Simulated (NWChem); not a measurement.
System: C4H8O; SMILES C=CCCO

Here is an NWChem input.

```
start job
memory heap 200 mb stack 900 mb global 1100 mb
geometry units angstroms noautosym nocenter noautoz
  C      0.141260     2.439645     0.349555
  C     -0.264890     1.361160    -0.342289
  C      0.420524     0.026076    -0.355082
  C     -0.459411    -1.102238     0.185176
  O      0.247204    -2.320317     0.035471
  H      1.051744     2.411861     0.971940
  H     -0.413096     3.390514     0.314922
  H     -1.185767     1.437893    -0.951452
  H      0.701679    -0.250355    -1.396346
  H      1.361991     0.060059     0.232032
  H     -1.430346    -1.108184    -0.373736
  H     -0.709962    -0.885778     1.253716
  H     -0.303096    -3.028338     0.413593
end
basis spherical
  * library def2-svp
end
dft
  xc b3lyp
  iterations 150
end
cosmo
  dielec 7.6
end
task dft energy
```

Output (shortened):

```
             Northwest Computational Chemistry Package (NWChem) 7.3.0
             --------------------------------------------------------

                             Geometry "geometry" -> ""
                             -------------------------

 Output coordinates in angstroms (scale by  1.889725989 to convert to a.u.)

  No.       Tag          Charge          X              Y              Z
 ---- ---------------- ---------- -------------- -------------- --------------
    1 C                    6.0000     0.14126000     2.43964500     0.34955500
    2 C                    6.0000    -0.26489000     1.36116000    -0.34228900
    3 C                    6.0000     0.42052400     0.02607600    -0.35508200
    4 C                    6.0000    -0.45941100    -1.10223800     0.18517600
    5 O                    8.0000     0.24720400    -2.32031700     0.03547100
    6 H                    1.0000     1.05174400     2.41186100     0.97194000
    7 H                    1.0000    -0.41309600     3.39051400     0.31492200
    8 H                    1.0000    -1.18576700     1.43789300    -0.95145200
    9 H                    1.0000     0.70167900    -0.25035500    -1.39634600
   10 H                    1.0000     1.36199100     0.06005900     0.23203200
   11 H                    1.0000    -1.43034600    -1.10818400    -0.37373600
   12 H                    1.0000    -0.70996200    -0.88577800     1.25371600
   13 H                    1.0000    -0.30309600    -3.02833800     0.41359300

 Effective nuclear repulsion energy (a.u.)     169.0364925323

                                 NWChem DFT Module
                                 -----------------

 Summary of "ao basis" -> "ao basis" (spherical)
 ------------------------------------------------------------------------------
       Tag                 Description            Shells   Functions and Types
 ---------------- ------------------------------  ------  ---------------------
 C                          def2-svp                 6       14   3s2p1d
 O                          def2-svp                 6       14   3s2p1d
 H                          def2-svp                 3        5   2s1p

 in cosmo_initialize ...

 solvent parameters
 solvname_short: unkn
 solvname_long:  unknown
 dielec:        7.6000

          ---------------
          -cosmo- solvent
          ---------------
 Cosmo: York-Karplus, doi: 10.1021/jp992097l
 dielectric constant -eps-     =   7.60
 screen = (eps-1)/(eps    )    =   0.86842
 surface charge correction     = lagrangian

   van der Waals surface
 --------------------------

 ---------- ATOMIC COORDINATES (A.U.) ------------ VDWR(ANG.) --
     1    0.26694269    4.61026056    0.66056317     2.000
     2   -0.50056952    2.57221943   -0.64683242     2.000
     3    0.79467513    0.04927649   -0.67100768     2.000
     4   -0.86816091   -2.08292779    0.34993190     2.000
     5    0.46714782   -4.38476334    0.06703047     1.720
     6    1.98750797    4.55775641    1.83670028     1.300
     7   -0.78063825    6.40714242    0.59511629     1.300
     8   -2.24077472    2.71722377   -1.79798357     1.300
     9    1.32598104   -0.47310235   -2.63871133     1.300
    10    2.57378979    0.11349505    0.43847690     1.300
    11   -2.70296201   -2.09416410   -0.70625863     1.300
    12   -1.34163364   -1.67387771    2.36917971     1.300
    13   -0.57276839   -5.72272902    0.78157744     1.300
 number of segments per atom =         32
 number of   points per atom =         32
 atom (   nspa,  nppa )
 ----------------------
    1 (     19,     0 )       0
    2 (     12,     0 )       0
    3 (     12,     0 )       0
    4 (     11,     0 )       0
    5 (     19,     0 )       0
    6 (     14,     0 )       0
    7 (     15,     0 )       0
    8 (     15,     0 )       0
    9 (     14,     0 )       0
   10 (     15,     0 )       0
   11 (     16,     0 )       0
   12 (     14,     0 )       0
   13 (     17,     0 )       0
 number of -cosmo- surface points =      193
 molecular surface =    128.675 angstrom**2
 molecular volume  =    110.067 angstrom**3
 G(cav/disp)       =      1.503 kcal/mol
 -lineq- algorithm             =   0
 -bem- low  level              =   2
 -bem- from -octahedral-
 gaussian surface charge width =   4.50000
 degree of switching           =   1.00000
 switching function tolerance  =   0.00010
 atomic radii =
 --------------
    1  6.000  2.000
    2  6.000  2.000
    3  6.000  2.000
    4  6.000  2.000
    5  8.000  1.720
    6  1.000  1.300
    7  1.000  1.300
    8  1.000  1.300
    9  1.000  1.300
   10  1.000  1.300
   11  1.000  1.300
   12  1.000  1.300
   13  1.000  1.300
 ...... end of -cosmo- initialization ......

[...]

                                   COSMO solvation results
                                   -----------------------

                 gas phase energy =      -232.259398638572
                 sol phase energy =      -232.266565657881
 (electrostatic) solvation energy =         0.007167019308 (    4.50 kcal/mol)

                       DFT Final Molecular Orbital Analysis
                       ------------------------------------

 Vector   18  Occ=2.000000D+00  E=-3.367577D-01
              MO Center=  5.3D-02, -1.3D+00,  1.0D-02, r^2= 2.9D+00
   Bfn.  Coefficient  Atom+Function         Bfn.  Coefficient  Atom+Function
  ----- ------------  ---------------      ----- ------------  ---------------
    60      0.348309   5 O  px               46     -0.270967   4 C  px
    31     -0.240766   3 C  s                59      0.232435   5 O  s
    63      0.229557   5 O  px               33      0.212818   3 C  py
    62     -0.205021   5 O  pz              106     -0.193045  13 H  s
    32      0.173396   3 C  px               96      0.159011  11 H  s

 Vector   19  Occ=2.000000D+00  E=-2.734593D-01
              MO Center= -7.5D-02, -1.9D+00,  1.2D-01, r^2= 1.7D+00
   Bfn.  Coefficient  Atom+Function         Bfn.  Coefficient  Atom+Function
  ----- ------------  ---------------      ----- ------------  ---------------
    62      0.495649   5 O  pz               65      0.381356   5 O  pz
    60      0.237362   5 O  px               96      0.232818  11 H  s
   101     -0.228413  12 H  s                48     -0.192842   4 C  pz
    63      0.182645   5 O  px              102     -0.164797  12 H  s
    97      0.159652  11 H  s                87     -0.109499   9 H  s

 Vector   20  Occ=2.000000D+00  E=-2.639372D-01
              MO Center= -1.4D-02,  1.6D+00, -1.0D-02, r^2= 2.3D+00
   Bfn.  Coefficient  Atom+Function         Bfn.  Coefficient  Atom+Function
  ----- ------------  ---------------      ----- ------------  ---------------
     6      0.314394   1 C  pz               20      0.293105   2 C  pz
     4     -0.223235   1 C  px                9      0.222710   1 C  pz
    23      0.200800   2 C  pz               18     -0.198571   2 C  px
     7     -0.163880   1 C  px               86      0.135975   9 H  s
    21     -0.125420   2 C  px                5     -0.120421   1 C  py

 Vector   21  Occ=0.000000D+00  E= 4.924925D-03
              MO Center= -5.2D-02,  1.7D+00, -1.9D-02, r^2= 2.6D+00
   Bfn.  Coefficient  Atom+Function         Bfn.  Coefficient  Atom+Function
  ----- ------------  ---------------      ----- ------------  ---------------
    23     -0.502191   2 C  pz                9      0.499229   1 C  pz
    20     -0.342962   2 C  pz                6      0.322815   1 C  pz
     7     -0.320945   1 C  px               21      0.291817   2 C  px
    22      0.250920   2 C  py               18      0.234257   2 C  px
    31      0.230960   3 C  s                 4     -0.222584   1 C  px

 Vector   22  Occ=0.000000D+00  E= 6.028935D-02
              MO Center= -6.9D-01, -2.0D+00,  3.4D-01, r^2= 5.2D+00
   Bfn.  Coefficient  Atom+Function         Bfn.  Coefficient  Atom+Function
  ----- ------------  ---------------      ----- ------------  ---------------
    45      1.353313   4 C  s               107     -0.938686  13 H  s
    97     -0.843796  11 H  s               102     -0.790832  12 H  s
    59      0.587320   5 O  s                49     -0.417376   4 C  px
    31      0.387305   3 C  s                87     -0.335352   9 H  s
    82     -0.310913   8 H  s                21     -0.237158   2 C  px

 Vector   23  Occ=0.000000D+00  E= 8.040900D-02
              MO Center= -4.8D-01,  5.2D-01, -4.6D-01, r^2= 8.5D+00
   Bfn.  Coefficient  Atom+Function         Bfn.  Coefficient  Atom+Function
  ----- ------------  ---------------      ----- ------------  ---------------
    31      1.264505   3 C  s                82     -1.085789   8 H  s
    87     -0.866298   9 H  s                17      0.823110   2 C  s
    77     -0.793072   7 H  s                 3      0.686695   1 C  s
   107      0.544561  13 H  s                21     -0.459923   2 C  px
    92     -0.408339  10 H  s                72     -0.384824   6 H  s

     Multipole analysis of the density
     ---------------------------------

     L   x y z        total         alpha         beta         nuclear
     -   - - -        -----         -----         ----         -------
     0   0 0 0     -0.000000    -20.000000    -20.000000     40.000000

     1   1 0 0     -0.661292     -0.402150     -0.402150      0.143009
     1   0 1 0     -0.161739      0.095826      0.095826     -0.353390
     1   0 0 1      0.267118      0.348424      0.348424     -0.429729

     2   2 0 0    -23.469755    -31.427568    -31.427568     39.385381
     2   1 1 0      2.767728     -0.203030     -0.203030      3.173788
     2   1 0 1      0.662574     -0.346818     -0.346818      1.356210
     2   0 2 0    -21.539581   -239.000707   -239.000707    456.461832
     2   0 1 1     -1.412096     -2.207972     -2.207972      3.003849
     2   0 0 2    -23.682090    -26.560392    -26.560392     29.438695
```

Level: B3LYP/def2-SVP, COSMO on the gas-phase geometry. Coordinates come from a PBE-D3(BJ)/def2-SVP optimisation. Not confirmed as a minimum by frequencies. B3LYP is NWChem's, with the RPA form of VWN correlation. COSMO prints the solvation energy as gas minus solution, so a positive value is a stabilisation.
